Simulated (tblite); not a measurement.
Compound: C6H16N2Si.
Geometry (GFN2-xTB, Å), atoms numbered from 1 in this order:
```xyz
25
C6H16N2Si angstrom
C     -1.921   -1.179    1.419
N     -0.888   -0.159    1.450
N     -0.237    0.063    0.214
C     -1.049    0.563   -0.851
C     -1.720    1.897   -0.683
C     -0.562    1.754   -1.620
Si     1.155   -0.934   -0.059
C      2.072   -1.023    1.595
C      2.223   -0.150   -1.418
H     -2.283   -1.321    2.436
H     -1.469   -2.107    1.070
H     -2.773   -0.935    0.771
H     -1.291    0.724    1.761
H     -1.599   -0.189   -1.417
H     -2.712    2.027   -1.090
H     -1.550    2.440    0.235
H      0.377    2.185   -1.314
H     -0.742    1.789   -2.684
H      0.821   -2.307   -0.514
H      2.375   -0.038    1.934
H      2.964   -1.634    1.505
H      1.444   -1.457    2.365
H      1.676   -0.041   -2.348
H      3.088   -0.774   -1.618
H      2.589    0.830   -1.130
```

Calculated harmonic vibrations of the isolated species, GFN2-xTB (tblite), most abundant isotopes, no scaling. The method is semi-empirical: single wavenumbers can be off by several per cent or more. Modes of hydrogen on silicon can be 10 to 20 % off. One conformer, not necessarily the lowest.

Harmonic wavenumbers (cm⁻¹): 29.4, 68.3, 92.2, 97.9, 125.5, 140.2, 156.4, 172.1, 192.1, 213.5, 231.1, 296.4, 340.2, 410.7, 511.6, 634.9, 645.8, 671.0, 716.6, 766.5, 801.4, 804.3, 820.0, 837.8, 846.9, 859.5, 865.8, 941.1, 982.5, 1021.9, 1037.5, 1069.0, 1073.9, 1104.8, 1107.1, 1131.8, 1157.1, 1173.6, 1204.7, 1266.7, 1349.9, 1371.6, 1375.2, 1387.3, 1406.5, 1427.4, 1476.0, 1481.7, 1484.5, 1486.6, 1495.3, 1495.6, 1498.2, 2072.8, 2884.8, 2929.8, 3014.7, 3023.0, 3044.7, 3048.4, 3052.5, 3056.4, 3057.4, 3069.4, 3080.8, 3084.5, 3093.7, 3122.2, 3289.8.

A = 1594, B = 1186, C = 774.8 MHz; mass 144.108 u (most abundant isotopes); point group C1, symmetry number 1.

Question: What is the zero-point energy?

Answer: ½Σν̃ = 46640 cm⁻¹ = 133.35 kcal/mol.

Question: What is S at 298.15 K and 1 bar for an ideal gas of classical rigid rotors and harmonic oscillators?

Answer: Translation 40.83, rotation 29.77, vibration 42.28: S = 112.9 cal/(mol K).

Question: And Cp and H(298.15 K) − H(0)?

Answer: Cp = 48.30 cal/(mol K), of which vibrations give 40.35 (their classical limit is 69 R = 137.1); H(298.15 K) − H(0) = 8.77 kcal/mol without the zero-point energy, 6.40 from vibrations.

Question: What must be added to the electronic energy to get the Gibbs energy at 298.15 K and 1 bar?

Answer: ZPE + [H(298.15 K) − H(0)] − T·S = 133.35 + 8.77 − 33.66 = 108.46 kcal/mol.

Question: Blend soft modes into free rotors: weight 1/[1 + (100 cm⁻¹/ν̃)⁴] for the oscillator and the rest for a rotor with moment μB/(μ + B), μ = h/(8π²ν), B = 10⁻⁴⁴ kg m². What vibrational entropy results?

Answer: 38.80 cal/(mol K) in place of 42.28, which changes −T·S at 298.15 K by +1.04 kcal/mol.

Hindered rotation and anharmonicity are outside this model. Other conformers, if any are populated, would add a mixing term that is left out. The structure is chiral; the term R ln 2 for an equal mix with its mirror image is left out.

Hardware: one thread, Arm Neoverse V1 (aarch64) (shared host). Cost: 1.4 s. The figure is for the frequency step alone.
